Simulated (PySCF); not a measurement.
BeHCl, SMILES [BeH][Cl].

Geometry: PBE0-D3(BJ)/def2-TZVPD.

All values below come from PySCF 2.14.0 with TDDFT-M06-2X/def2-TZVPD.

Vertical excitations; the highest root listed may be one member of a degenerate set. The molecule is in vacuum. State labels are in the subgroup C2v.

```csv
state,symmetry,energy (eV),λ (nm),f,main pairs
S1,A2,7.62,163,0.000,"HOMO−1→LUMO 42 %, HOMO−2→LUMO+1 42 %"
S2,B1,7.63,162,0.072,HOMO→LUMO (degenerate set)
S3,B2,7.63,162,0.072,HOMO→LUMO+1 (degenerate set)
S4,A1,7.82,159,0.000,"HOMO−1→LUMO+1, HOMO−2→LUMO (degenerate set)"
S5,A2,7.82,159,0.000,"HOMO−2→LUMO+1, HOMO−1→LUMO (degenerate set)"
S6,B2,8.50,146,0.124,HOMO−1→LUMO+2 (degenerate set)
S7,B1,8.50,146,0.124,HOMO−2→LUMO+2 (degenerate set)
S8,A1,8.70,142,0.128,"HOMO−2→LUMO 40 %, HOMO−1→LUMO+1 40 %, HOMO→LUMO+2 9 %"
S9,A1,9.08,137,0.303,HOMO→LUMO+2 79 %
S10,A1,9.48,131,0.140,HOMO→LUMO+3 80 %
T1,B1,6.66,186,0,"HOMO→LUMO, HOMO→LUMO+4 (degenerate set)"
T2,B2,6.66,186,0,"HOMO→LUMO+1, HOMO→LUMO+5 (degenerate set)"
T3,A1,7.22,172,0,"HOMO−2→LUMO 39 %, HOMO−1→LUMO+1 39 %, HOMO−2→LUMO+4 6 %, HOMO−1→LUMO+5 6 %"
T4,A2,7.52,165,0,"HOMO−1→LUMO 42 %, HOMO−2→LUMO+1 42 %"
```
Triplets are in the Tamm–Dancoff approximation, which puts them higher than full response would, so one can lie above its singlet here.
